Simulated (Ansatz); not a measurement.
```xyz
10

N    -0.6835   -1.0526   -0.7404
Si   -0.2885    0.2056    0.3529
N     1.3777    0.0047    0.6592
O    -0.8190    1.6076   -0.3324
H    -1.5860   -1.0627   -1.1870
H    -0.3521   -1.9872   -0.5646
H    -0.9488    0.2368    1.6797
H     2.0354   -0.1578   -0.0856
H     1.8122    0.4387    1.4563
H    -0.5473    1.7668   -1.2381
```

Charge 0, multiplicity 1.

Problem. List the CAM-B3LYP/def2-TZVPP orbital energies in eV (Ansatz). (Estimate.)

Solution. Ansatz gave: Occupied: -1801.15, -522.05, -390.71, -390.69, -145.55, -100.90, -100.89, -100.86, -29.21, -25.42, -24.78, -17.04, -15.48, -15.06, -14.76, -13.00, -12.02, -11.09, -10.71, -9.05, -8.89. Lowest empty: 1.64, 2.21, 2.49, 3.32, 3.77, 4.07, 4.36, 4.89.
